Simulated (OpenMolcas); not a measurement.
Xe+: effect of the basis set

```yaml
Program: OpenMolcas
Method: "SS-RASPT2, IPEA 0.25 Eh, imaginary shift 0.1 Eh (closed shells correlated: 4d)"
Active_space: 7 electrons in 9 orbitals (RAS2 5s 5p; RAS3 5d, at most 2 electrons)
State_averaging: 2S+1 = 2 odd, 3 roots; 2S+1 = 2 even, 1 root
Spin-orbit_coupling: RASSI with atomic mean-field integrals over the reference wave functions, term energies averaged over their components
```

A. ANO-RCC-VTZP [7s6p4d2f1g], DKH2, point nucleus; CASPT2 step about 3 core-seconds
B. ANO-R2 [7s6p4d2f1g], X2C, finite nucleus; CASPT2 step roughly 2.2 core-seconds
C. ANO-RCC-VQZP [8s7p5d3f2g], DKH2, point nucleus; CASPT2 step roughly 4 core-seconds
D. ANO-RCC [10s9p8d5f3g], DKH2, point nucleus; CASPT2 step roughly 9 core-seconds

Energies in cm-1 above 5s2 5p5 2P* 3/2, the measured ground level; measured values from NIST Handbook of Basic Atomic Spectroscopic Data.

```csv
Level,A,B,C,D,Measured
5s2 5p5 2P* 3/2,0.0,0.0,0.0,0.0,0.0
5s2 5p5 2P* 1/2,9350,9356,9511,9468,10537
5s 5p6 2S 1/2,96533,96774,94349,92685,90874
```

Deviations, from unrounded energies. A percentage is the sum of absolute deviations over the sum of measured energies, with the sign that they share, or ± where signs differ.

```csv
Against measurement,Levels,A,B,C,D
mean absolute deviation (cm-1),2,3400,3500,2300,1400
fine structure of the ground term (%),1,-11.3,-11.2,-9.7,-10.1
other configurations (%),1,+6.2,+6.5,+3.8,+2.0
```

D lies closest to measurement on these levels and B furthest from it. The largest miss of D in the table is 5s 5p6 2S 1/2, by +1800 cm-1. The ranking rests on the paired levels alone, and a cruder setting can come out closer through cancelling errors.

Among A to D the level of the table that moves most is 5s 5p6 2S 1/2, by 4100 cm-1 (lowest in D, highest in B).

Some terms mix strongly with configurations of 5d, whose occupation reaches 0.32 (5s 5p6 2S) (figures for A; the like holds for B, C, D). Active for correlation alone: 5d; no level in the range computed is led by a configuration that fills it, so any true level of that kind is missing (holds for A; B). Configurations are named by rounded mean occupations; where the s occupation lies near a half they are strongly mixed, a name can repeat and a true partner stay unpaired (holds for C; D). Some terms take much of their weight from 5d, a shell meant for correlation, so their names are nominal (holds for C; D). Computed and measured levels are paired by configuration, term and J; levels that our copy of the source lacks, or whose pairing is in doubt (as where it misses far off the trend of its configuration), stay unpaired and out of the deviations. Levels of configurations outside the active space are missing.

* marks odd parity.
